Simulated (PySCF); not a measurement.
## `O=C(OC(F)(F)F)OC(F)(F)F`, C$_{3}$F$_{6}$O$_{3}$

Molfile (atoms numbered from 1):
```
C3F6O3
     RDKit          3D

 12 11  0  0  0  0  0  0  0  0999 V2000
    0.0010    1.0715   -0.6823 O   0  0  0  0  0  0  0  0  0  0  0  0
   -0.0001    0.0995   -0.0240 C   0  0  0  0  0  0  0  0  0  0  0  0
    1.0782   -0.6069    0.4007 O   0  0  0  0  0  0  0  0  0  0  0  0
    2.3170   -0.1681    0.0412 C   0  0  0  0  0  0  0  0  0  0  0  0
    3.2015   -0.9975    0.5592 F   0  0  0  0  0  0  0  0  0  0  0  0
    2.4871   -0.1522   -1.2725 F   0  0  0  0  0  0  0  0  0  0  0  0
    2.5745    1.0485    0.4978 F   0  0  0  0  0  0  0  0  0  0  0  0
   -1.0809   -0.5549    0.4722 O   0  0  0  0  0  0  0  0  0  0  0  0
   -2.3169   -0.0530    0.1947 C   0  0  0  0  0  0  0  0  0  0  0  0
   -3.2073   -0.8367    0.7703 F   0  0  0  0  0  0  0  0  0  0  0  0
   -2.5711   -0.0248   -1.1052 F   0  0  0  0  0  0  0  0  0  0  0  0
   -2.4818    1.1740    0.6662 F   0  0  0  0  0  0  0  0  0  0  0  0
  1  2  2  0
  2  3  1  0
  3  4  1  0
  4  5  1  0
  4  6  1  0
  4  7  1  0
  2  8  1  0
  8  9  1  0
  9 10  1  0
  9 11  1  0
  9 12  1  0
M  END
```

Method used: GIAO HF/pcSseg-1 magnetisability, rotational g tensor and spin-rotation constants, non-relativistic, gas phase in PySCF 2.14.0. Geometry: GFN2-xTB.

Task: Give the nuclear spin-rotation constants along the inertial axes (H = +C I·J) beside the isotropic shieldings.

Result: Rotational constants 2.4553, 0.4468, 0.4347 GHz. A star marks the isotopologue with that one atom substituted, in its own axes.
```tsv
atom	isotope	Caa (kHz)	Cbb (kHz)	Ccc (kHz)	mean (kHz)	σ (ppm)
F5	19F	2.483	0.424	0.560	1.156	281.2
F6	19F	3.346	0.492	0.357	1.398	279.2
F7	19F	3.347	0.491	0.357	1.398	279.2
F10	19F	2.479	0.425	0.560	1.155	281.3
F11	19F	3.347	0.491	0.357	1.399	279.2
F12	19F	3.348	0.492	0.357	1.399	279.2
O1	17O*	-1.177	-0.212	-0.029	-0.472	-17.9
C2	13C*	1.287	0.085	0.109	0.494	45.8
O3	17O*	-0.426	-0.114	-0.081	-0.207	145.5
C4	13C*	0.663	0.116	0.111	0.297	82.7
```
For the geometry as given, no vibrational averaging.
